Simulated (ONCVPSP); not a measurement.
# Which change was made? (Ce, ONCV)

- Element: Ce
- Generator: ONCVPSP 4.0.1
- Type: optimised norm-conserving Vanderbilt (ONCV)
- Functional: LDA (Perdew-Zunger)
- Relativity: scalar-relativistic
- Frozen core: [Kr] 4d10
- Valence charge: 12
- Reference configuration: 4f1 5s2 5p6 5d1 6s1.75 6p0.25
- Partial waves: 5s+6s: rc 2.25 bohr, ncon 4, nbas 8, qcut 4.8 1/bohr, 2 projectors; 5p+6p: rc 2.65 bohr, ncon 3, nbas 6, qcut 6 1/bohr, 2 projectors; 5d: rc 3.40 bohr, ncon 4, nbas 9, qcut 3.9 1/bohr, 2 projectors, debl 2 Ha; 4f: rc 1.45 bohr, ncon 3, nbas 8, qcut 11.8 1/bohr, 2 projectors, debl 1.6 Ha
- Local potential: polynomial inside 1.40 bohr (lpopt 5, dvloc0 6 Ha)
- Core correction: Teter function, fcfact 4.75, rcfact 1.4

Cutoffs, loose and tight: the cutoffs (Ha) at which the residual kinetic energy of the hardest occupied pseudo-wave falls to 1 and 0.1 mHa per electron. They do not see the model core or the augmentation charge, which bear on the density cutoff. Test errors are all-electron minus pseudo excitation energies from the reference, over the configurations 4f1 5s2 5p6 5d1 6s2 6p0; 4f1 5s2 5p6 5d1 6s1 6p0; 4f1 5s2 5p6 5d1 6s0 6p0; 4f1 5s2 5p6 5d0 6s2 6p0; variants that change the core or the reference have their own tests. The largest error is taken over the tests solved by every variant that gives reliable tests at all, those not shown here included: 4f1 5s2 5p6 5d1 6s0 6p0; 4f1 5s2 5p6 5d1 6s1 6p0; 4f1 5s2 5p6 5d1 6s2 6p0.

The base gives: outcome: generated; cutoff, loose: 57 Ha; cutoff, tight: 62 Ha; bound ghosts: none; GHOST(+) flags above zero: s, d; largest test error (meV): -5.8.

Question: After one change the result is: outcome: generated; cutoff, loose: 72 Ha; cutoff, tight: 81 Ha; bound ghosts: none; GHOST(+) flags above zero: s; largest test error (meV): -4.1. Which change was it?
A. f: rc 1.94
B. local potential polynomial inside 1.05 bohr (lpopt 5, dvloc0 0 Ha)
C. d: nbas 7
D. s: qcut 5.9; p: qcut 7.4; d: qcut 4.8; f: qcut 14.5

Answer: D. The others give: d: nbas 7 → outcome: generated; cutoff, loose: 57 Ha; cutoff, tight: 62 Ha; bound ghosts: d; GHOST(+) flags above zero: s; largest test error (meV): -5.6 | f: rc 1.94 → outcome: generated; cutoff, loose: 44 Ha; cutoff, tight: 49 Ha; bound ghosts: none; GHOST(+) flags above zero: s, d; largest test error (meV): -6.0 | local potential polynomial inside 1.05 bohr (lpopt 5, dvloc0 0 Ha) → outcome: generated; cutoff, loose: 57 Ha; cutoff, tight: 62 Ha; bound ghosts: s, p, d; GHOST(+) flags above zero: none; largest test error (meV): -5.5.
